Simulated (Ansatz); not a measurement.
CH7BSSi (`CBS[SiH3]`), relaxed with RKS PBE-D4/def2-SVP in the Gaussian-basis code of Ansatz from a rough embedded geometry. The force threshold is 0.03 eV/Å; the program also tests the step.

Charge 0, multiplicity 1.

Start:

```xyz
11

C    -0.788   -1.177    1.070
B     0.519   -0.966    0.291
S     0.415   -0.561   -1.514
Si    0.446    1.525   -1.239
H    -0.529   -1.440    2.183
H    -1.372   -2.075    0.690
H    -1.424   -0.305    1.073
H     1.599   -1.089    0.785
H    -0.807    1.888   -0.397
H     0.333    2.265   -2.477
H     1.607    1.936   -0.463
```

| step | energy (eV) | largest force (eV/Å) | largest move (Å) |
| --- | --- | --- | --- |
| 1 | -20522.0294 | 2.389 | 0.000 |
| 2 | -20522.2826 | 0.675 | 0.134 |
| 3 | -20522.3081 | 0.088 | 0.051 |
| 4 | -20522.3130 | 0.068 | 0.032 |
| 5 | -20522.3392 | 0.282 | 0.196 |
| 6 | -20522.3881 | 0.568 | 0.199 |
| 7 | -20522.4621 | 0.582 | 0.195 |
| 8 | -20522.5600 | 0.530 | 0.195 |
| 9 | -20522.6370 | 0.410 | 0.199 |
| 10 | -20522.7190 | 0.289 | 0.200 |
| 11 | -20522.7850 | 0.186 | 0.200 |
| 12 | -20522.8304 | 0.104 | 0.200 |
| 13 | -20522.8578 | 0.057 | 0.200 |
| 14 (rejected) | -20522.8478 | 0.287 | 0.200 |
| 15 | -20522.8684 | 0.029 | 0.100 |
| 16 | -20522.8742 | 0.099 | 0.098 |
| 17 (rejected) | -20522.8687 | 0.472 | 0.147 |
| 18 | -20522.8772 | 0.013 | 0.073 |
| 19 | -20522.8778 | 0.100 | 0.073 |
| 20 | -20522.8780 | 0.056 | 0.009 |
| 21 | -20522.8783 | 0.002 | 0.014 |

End:

```xyz
11

C    -0.795   -1.725    1.197
B    -0.184   -0.446    0.530
S    -0.231   -0.241   -1.262
Si    0.761    1.693   -1.431
H    -0.023   -2.221    1.826
H    -1.218   -2.471    0.497
H    -1.590   -1.417    1.912
H     0.329    0.431    1.208
H     0.001    2.742   -0.672
H     0.784    2.043   -2.892
H     2.167    1.610   -0.911
```

Hardware: 2 threads of an Arm Neoverse V1 on a shared host. Wall time 40 s, peak host memory 0.15 GiB.
